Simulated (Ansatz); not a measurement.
Reaction (hydrogenolysis of the In–Br bond): `[CH3][In]([Br])[Br]` + H₂ → `[CH3][InH][Br]` + HBr

Isolated molecules relaxed with PBE0-D4/def2-TZVP in Ansatz; ΔE leaves out vibrations. CBS: MP2 limit from def2 TZ/QZ plus the TZ coupled-cluster correction, frozen cores. This one scheme is used for every species. DFT in def2-TZVPP. HSE06 is defined as in plane-wave codes. Elements past krypton have def2 core potentials. For Br, In outer-core shells are correlated without core-valence functions, which leaves a few kJ/mol of doubt a bond. Scalar relativity is left out up to krypton.

Task: Is it downhill or uphill in electronic energy at CCSD(T)/CBS, and by how much? (An estimate is asked.)

Result: Computed: Uphill: ΔE = +1.30 eV.

Task: What do these levels give: PBE-D4, revPBE-D4, BLYP-D4, r2SCAN-D4, HSE06-D4, BHLYP-D4, BLYP, r2SCANh, HF/def2-SVP, MP2/def2-SVP, CCSD/def2-SVP, HF/def2-TZVPP? (Estimate.)

Result: Ansatz gave: PBE-D4 1.22, revPBE-D4 1.24, BLYP-D4 1.25, r2SCAN-D4 1.28, HSE06-D4 1.23, BHLYP-D4 1.29, BLYP 1.18, r2SCANh 1.26, HF/def2-SVP 1.16, MP2/def2-SVP 1.31, CCSD/def2-SVP 1.17, HF/def2-TZVPP 1.23 eV.

Largest T1 diagnostic among the species: 0.011.

At CCSD(T), def2-SVP lies −0.10 eV from the extrapolated value and def2-TZVPP −0.09 eV. Leaving LDA and LC-ωPBE aside and taking each functional with its dispersion term where it has one, the values, not all of them listed here, spread over 0.14 eV, from B97M-V to BHLYP-D4. LDA lies −0.09 eV from PBE without D4. The D4 term adds +0.07 eV with B3LYP and +0.04 eV with PBE0; it sums over pairs of atoms, weighted by their polarisabilities, and B3LYP, whose exchange is more repulsive, gets the larger term.

B3LYP here is the variant with VWN-RPA as its local correlation; programs differ in this.
